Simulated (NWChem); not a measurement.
# CH5AlO; SMILES C[O][AlH2]

```xyz
8

Al    -0.0605    -1.2137     0.0000
H      1.1191    -2.2649     0.0000
H     -1.6056    -1.5840     0.0000
O      0.4040     0.4189     0.0000
C     -0.1660     1.6838     0.0000
H     -1.2728     1.6609     0.0000
H      0.1550     2.2561     0.8887
H      0.1550     2.2561    -0.8887
```
Atoms are numbered in this order, from 1.

Program: NWChem. Structure relaxed at the PBE0/def2-SVP level. LC-ωPBE (HJS hole) with def2-SVP; x = 1 − exp(−ω/0.25 bohr⁻¹) is a scale chosen for this fit.

| row | x | −ε(HOMO) (eV) |
|---|---|---|
| ω = 0.05 | 0.181 | 7.15 |
| ω = 0.10 | 0.330 | 7.87 |
| ω = 0.20 | 0.551 | withheld |
| ω = 0.30 | 0.699 | 9.97 |
| ω = 0.40 | 0.798 | 10.63 |

Fit a straight line of the last column on the one before it, predict the withheld value, and compare with the run.


1. Means of the 4 shown rows: x = 0.5020, y = 8.905. Slope Σ(x − x̄)(y − ȳ)/Σ(x − x̄)² = 1.462/0.2591 = 5.643; intercept 6.072.
2. The shown rows scatter about the line by 0.056 (root mean square); the largest residual is -0.06, at ω = 0.10.
3. At x = 0.551 (ω = 0.20; inside the shown range) the line gives 9.18.
4. The run gives 9.07, -0.11 from the line, 2.0 times the scatter.
